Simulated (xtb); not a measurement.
C6H10, SMILES CCCCC#C. All values are semi-empirical tight-binding results from xtb (GFN2-xTB unless named), good for trends rather than for accurate numbers. Geometry: GFN2-xTB. One conformer was computed; it need not be the lowest.

orbital gap: 6.89 eV
dipole moment: 0.68 D
zero-point energy: 87.7 kcal/mol
G − E(el) at 298.15 K (modified RRHO): 68.1 kcal/mol
static polarisability (D4 model): 69.7 bohr³
solvation energy, GFN2-xTB/ALPB(water): -1.0 kcal/mol
solvation energy, GFN2-xTB/ALPB(benzene): -5.3 kcal/mol

Computed IR lines (harmonic; lines under 4 % of the strongest left out, lines within 3 cm⁻¹ merged):
ν (cm⁻¹): 638 (m), 665 (m), 777 (m), 851 (w), 964 (w), 1350 (w), 2296 (m), 2942 (m), 2961 (w), 2966 (s), 2970 (s), 2981 (vs), 2987 (s), 3024 (s), 3035 (s), 3043 (s) (against the strongest line: vs over 80 %, s over 45 %, m over 15 %, w over 4 %, vw less)
